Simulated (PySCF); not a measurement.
## Deuteron quadrupole couplings in `CC#CPC[Si](C)(C)C`

Compound: C7H15PSi.
Geometry (GFN2-xTB, Å), atoms numbered from 1 in this order:
```
atom  x, y, z in Å
C1     5.1300   -0.4093    0.6740
C2     3.7149   -0.2206    0.9065
C3     2.5369   -0.0194    1.0635
P4     0.8119    0.1058    1.4196
C5     0.1609   -0.3108   -0.2693
Si6   -1.7202    0.0333   -0.4120
C7    -2.0629    1.8859   -0.1117
C8    -2.6211   -1.0107    0.9029
C9    -2.2817   -0.4603   -2.1666
H10    5.3042   -0.7048   -0.3610
H11    5.6674    0.5183    0.8725
H12    5.5152   -1.1874    1.3334
H13    0.7692    1.5005    1.2397
H14    0.3527   -1.3748   -0.4249
H15    0.7331    0.2375   -1.0188
H16   -3.1141    2.1176   -0.2533
H17   -1.7982    2.1735    0.9019
H18   -1.4940    2.5135   -0.7918
H19   -2.3130   -0.7242    1.9043
H20   -3.6977   -0.8868    0.8388
H21   -2.4039   -2.0682    0.7843
H22   -3.3459   -0.2921   -2.2944
H23   -1.7652    0.1143   -2.9293
H24   -2.0905   -1.5110   -2.3610
```

Level: PBE0/pcSseg-1 (PySCF, non-relativistic); Q(2H) = 0.00286 b; rigid geometry, the same for H and D, with no vibrational averaging.

Problem. Rank these positions by the coupling χzz of a deuteron there, largest first.
A. H15 (methylene hydrogen)
B. H11 (methyl hydrogen)
C. H17 (methyl hydrogen)
D. H13 (P–H hydrogen)

Solution. C (218 kHz), A (212 kHz), B (207 kHz), D (126 kHz).

Problem. What are Vzz, η and χzz (234.96 MHz × Q × Vzz) at all hydrogens?

Solution. 
```
atom  bonded to  bond length (Å)  Vzz (au)     η  χzz (kHz)
 H10         C1            1.090    0.3076  0.02        207
 H11         C1            1.090    0.3080  0.02        207
 H12         C1            1.090    0.3074  0.02        207
 H13         P4            1.407    0.1881  0.09        126
 H14         C5            1.092    0.3135  0.03        211
 H15         C5            1.091    0.3150  0.03        212
 H16         C7            1.086    0.3275  0.02        220
 H17         C7            1.086    0.3250  0.02        218
 H18         C7            1.086    0.3261  0.02        219
 H19         C8            1.086    0.3238  0.01        218
 H20         C8            1.086    0.3279  0.02        220
 H21         C8            1.086    0.3267  0.02        220
 H22         C9            1.085    0.3287  0.02        221
 H23         C9            1.086    0.3274  0.02        220
 H24         C9            1.086    0.3274  0.02        220
```

Problem. Average by the element that carries the hydrogen.

Solution. on C: 216 kHz over 14 positions, mean bond length 1.088 Å; on P: 126 kHz over 1 position, mean bond length 1.407 Å.

Isolated species at its GFN2-xTB geometry (one conformer only). GFN2-xTB bond lengths can be off by several hundredths of an ångström, more for odd bonds, and the gradients follow them. With so small a basis the couplings can be 20 % off.
